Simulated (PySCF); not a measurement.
Mg(F)(NMe2) (C₂H₆FMgN), SMILES C[N](C)[Mg][F]. Coordinates come from a PBE-D3(BJ)/def2-SVP optimisation. One conformer was computed; it need not be the lowest.

The numbers are results of PBE-D3(BJ)/def2-SVP run with PySCF, not measurements.

Harmonic wavenumbers (cm⁻¹): 80, 112, 155, 204, 254, 287, 310, 499, 783, 989, 1054, 1070, 1113, 1198, 1234, 1382, 1385, 1387, 1408, 1431, 1449, 2846, 2854, 2879, 2894, 2994, 2995. Rotational constants (GHz): 9.502, 1.800, 1.543; symmetry number 2.

Task: Work out the zero-point energy and the ideal-gas rigid-rotor harmonic-oscillator thermochemistry at 298.15 K and 1 atm.

Result: ZPE = ½ Σ hcν = ½ × 35246 cm⁻¹ = 50.39 kcal/mol. H − E(el) = 55.58 kcal/mol. Entropy in cal/(mol K): translation 39.32, rotation 25.52, vibration 17.74, total 82.58. G − E(el) = 30.96 kcal/mol. Cp = 24.92 cal/(mol K). Modes under 150 cm⁻¹ make the vibrational entropy uncertain.
